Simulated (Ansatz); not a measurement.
`c1coc(-c2ccc(-c3ccc(-c4ccc(-c5ccc(-c6ccco6)o5)o4)o3)o2)c1`, relaxed as a singlet with RKS r2SCAN-D4/def2-SVP in Ansatz, starting from the GFN2-xTB geometry. Force threshold 0.03 eV/Å.

Single mean-field runs in def2-SVP are fitted with def2-universal-jkfit.

Start:

Cartesian coordinates in Å:
```
C 2.9830 -3.0511 -8.5743
C 3.1159 -4.3557 -8.2078
O 2.7817 -4.5273 -6.9182
C 2.4256 -3.3146 -6.4353
C 2.0205 -3.2110 -5.0647
C 1.9199 -4.1766 -4.0884
C 1.4729 -3.5215 -2.9306
C 1.3272 -2.1937 -3.2684
C 0.8998 -1.0783 -2.4828
C 0.7466 0.2526 -2.8053
C 0.3020 0.8937 -1.6391
C 0.2067 -0.0844 -0.6725
C -0.1958 -0.0114 0.6963
C -0.2911 -0.9882 1.6642
C -0.7386 -0.3472 2.8295
C -0.8909 0.9832 2.5053
C -1.3160 2.1017 3.2865
C -1.4589 3.4267 2.9355
C -1.9055 4.0923 4.0867
C -2.0091 3.1345 5.0723
C -2.4170 3.2628 6.4398
C -2.8172 4.3756 7.1434
C -3.1060 3.9292 8.4497
C -2.8614 2.5889 8.4511
O -2.4456 2.1778 7.2445
O -1.6510 1.9254 4.5835
O -0.5613 1.1875 1.2076
O 0.5711 -1.2832 -1.1851
O 1.6601 -2.0048 -4.5678
C 2.5337 -2.3666 -7.4247
H 3.1817 -2.6323 -9.5392
H 3.4258 -5.2253 -8.7526
H 2.1428 -5.2167 -4.2059
H 1.2798 -3.9534 -1.9708
H 0.9349 0.6938 -3.7618
H 0.0765 1.9323 -1.5121
H -0.0672 -2.0264 1.5343
H -0.9267 -0.7860 3.7873
H -1.2607 3.8426 1.9697
H -2.1250 5.1345 4.1880
H -2.8895 5.3751 6.7692
H -3.4489 4.5221 9.2725
H -2.9420 1.8465 9.2201
H 2.3173 -1.3233 -7.3296
```

```
step  energy (eV)  largest force component (eV/Å)  SCF passes
   1  -37347.9418                           0.858          20
   2  -37348.1389                           0.413          21
   3  -37348.1763                           0.077          21
   4  -37348.1806                           0.052          21
   5  -37348.1821                           0.041          21
   6  -37348.1824                           0.040          21
   7  -37348.1827                           0.009          15
```

Force components are those of the run's own axes.

End:

```xyz
44

C     2.9679   -3.0032   -8.5497
C     3.1118   -4.3221   -8.2109
O     2.7783   -4.5155   -6.9082
C     2.4139   -3.3053   -6.3992
C     2.0190   -3.2736   -5.0249
C     1.9191   -4.2443   -4.0469
C     1.4670   -3.5857   -2.8737
C     1.3186   -2.2524   -3.2086
C     0.9019   -1.1006   -2.4785
C     0.7566    0.2316   -2.8219
C     0.3037    0.8982   -1.6557
C     0.2012   -0.0666   -0.6694
C    -0.1949   -0.0172    0.6989
C    -0.3007   -0.9743    1.6923
C    -0.7533   -0.2980    2.8538
C    -0.8961    1.0315    2.4998
C    -1.3110    2.1927    3.2159
C    -1.4541    3.5215    2.8593
C    -1.9056    4.1975    4.0211
C    -2.0114    3.2420    5.0161
C    -2.4119    3.3116    6.3906
C    -2.8286    4.3573    7.1920
C    -3.0882    3.7928    8.4752
C    -2.8136    2.4550    8.3680
O    -2.4044    2.1553    7.1096
O    -1.6495    2.0237    4.5248
O    -0.5570    1.2038    1.1895
O     0.5646   -1.2833   -1.1690
O     1.6547   -2.0618   -4.5175
C     2.5132   -2.3342   -7.3742
H     3.1641   -2.5621   -9.5256
H     3.4269   -5.2098   -8.7537
H     2.1481   -5.3001   -4.1759
H     1.2695   -4.0203   -1.8961
H     0.9567    0.6587   -3.8023
H     0.0761    1.9551   -1.5342
H    -0.0753   -2.0327    1.5800
H    -0.9552   -0.7163    3.8377
H    -1.2537    3.9414    1.8760
H    -2.1288    5.2578    4.1237
H    -2.9335    5.3982    6.8918
H    -3.4348    4.3131    9.3665
H    -2.8567    1.6188    9.0616
H     2.2852   -1.2780   -7.2481
```

By distances, no bond broke or formed. The bond that changes most is C22–H41, from 1.07 to 1.09 Å (atoms count from 1).

No frequencies were taken in this run, so the end may be a saddle point.

Hardware: 2 threads of AMD EPYC 7R13 on a shared host and a share (18 GiB) of an NVIDIA H100 80GB HBM3. Wall time 28 s.
